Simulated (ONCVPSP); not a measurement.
**What one change does to a pseudopotential (Mo, ONCV)**

* Element: Mo (Z = 42)
* Generator: ONCVPSP 4.0.1
* Type: optimised norm-conserving Vanderbilt (ONCV)
* Functional: PBEsol
* Relativity: scalar-relativistic
* Frozen core: [Kr]
* Valence charge: 6
* Reference configuration: 4d5 5s1
* Partial waves: 5s: rc 3.15 bohr, ncon 4, nbas 7, qcut 2.5 1/bohr, 2 projectors, debl 1.9 Ha; p scattering state at 0.04 Ha: rc 3.40 bohr, ncon 4, nbas 8, qcut 2.6 1/bohr, 1 projector; 4d: rc 2.35 bohr, ncon 5, nbas 10, qcut 6.5 1/bohr, 1 projector
* Local potential: polynomial inside 2.00 bohr (lpopt 5, dvloc0 1 Ha)
* Core correction: Teter function, fcfact 5.25, rcfact 1.4

In the p channel the program set the typed energies aside and used 0.050 Ha.

Change: s: nproj 1.

Cutoffs: the cutoffs (Ha) at which the residual kinetic energy of the hardest occupied pseudo-wave falls to 1 and 0.1 mHa per electron; they do not see the model core or the augmentation charge, which bear on the density cutoff. Errors are all-electron minus pseudo energies relative to the spin-unpolarised reference configuration.

Problem. What does the change do?

Solution. The potential gets neither clearly harder nor softer (15 Ha and 18 Ha → 15 Ha and 18 Ha); a bound ghost appears in s, which as a rule spoils a file; the number of tests with a reliable result goes from 3 to 0.

```csv
quantity,base,changed
"cutoff, loose",15 Ha,15 Ha
"cutoff, tight",18 Ha,18 Ha
bound ghosts,none,s
GHOST(+) flags under 300 eV,"p at 19.3 eV, s at 34.2 eV",p at 19.3 eV
tests with a reliable result,3 of 4,0 of 4
s: phases at 3.20 bohr within 0.05 rad from the reference energy up to (Ha; the scan ends near 5),1.2,1.2
p: phases at 3.44 bohr within 0.05 rad from the reference energy up to (Ha; the scan ends near 5),n/a,n/a
d: phases at 2.39 bohr within 0.05 rad from the reference energy up to (Ha; the scan ends near 5),1.0,1.0
"rms error of d²Exc/dni dnj with the model core, mHa",1.47,1.47
```

 A true bound ghost makes a file unfit for plane-wave use even where its test errors are small: the radial tests pick states by their node count and pass the ghost by.
